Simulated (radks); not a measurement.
Values are calculated unless marked as measured or tabulated.
Question: Coherent X-ray form factor from a spherical all-electron density. Code: a radial shooting solver on a logarithmic mesh with Libxc functionals. Model: scalar-relativistic Kohn-Sham, PBEsol, spin-polarised, spherical densities, finite nucleus; Fermi nuclear charge, rms radius of each element as measured or else 0.836 A^(1/3) + 0.57 fm.

sin(theta)/lambda (1/angstrom),f0 (electrons)
0.05,80.110
0.1,77.672
0.15,74.226
0.2,70.322
0.25,66.344
0.3,62.500
0.4,55.530
0.5,49.610
0.6,44.646
0.8,36.828
1,30.753
1.25,24.759
1.5,20.378
2,15.434

The species is in the configuration that NIST lists as its ground one. Which atom or ion scatters so?

Answer: The bismuth ion Bi2+, [Hg] 6p1. Extrapolating in s^2 from the first two rows gives f0(0) = 80.9, near the electron count 81; among species with that count, the fall with angle is slower the higher Z, and the table is that of Z = 83; from so few rows the species is fixed only to a neighbour or two.
